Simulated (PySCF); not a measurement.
## `CCc1cc[n+]([O-])cc1`, C7H9NO

Geometry:
```csv
atom,x (Å),y (Å),z (Å)
C1,-2.375,0.510,-0.586
C2,-1.611,-0.511,0.256
C3,-0.139,-0.222,0.326
C4,0.411,0.610,1.308
C5,1.759,0.909,1.331
N6,2.623,0.409,0.394
O7,3.842,0.687,0.425
C8,2.107,-0.410,-0.575
C9,0.762,-0.723,-0.619
H10,-3.449,0.273,-0.619
H11,-1.999,0.530,-1.620
H12,-2.262,1.525,-0.175
H13,-2.026,-0.531,1.277
H14,-1.764,-1.520,-0.159
H15,-0.223,1.041,2.087
H16,2.243,1.545,2.072
H17,2.854,-0.773,-1.279
H18,0.417,-1.383,-1.419
```

Computed with PySCF, quadratic response CAM-B3LYP/aug-cc-pVDZ first hyperpolarisability, Taylor convention, gas phase. Geometry: PBE0-D3(BJ)/def2-SVP.

Give the tensor of the static β(0;0,0) in the axes of these coordinates.

In au, Taylor convention; rows are the first index (the induced dipole):
```tsv
	xx	yy	zz	xy	xz	yz
x	+277.0	+35.3	+16.9	+45.0	+17.9	-13.4
y	+45.0	+10.8	-1.6	+35.3	-13.4	+0.5
z	+17.9	+0.5	+4.4	-13.4	+16.9	-1.6
```
Norm of βᵢ = ⅓ Σⱼ (βᵢⱼⱼ + βⱼᵢⱼ + βⱼⱼᵢ): 334.4 au, hyper-Rayleigh value 130.6 au.
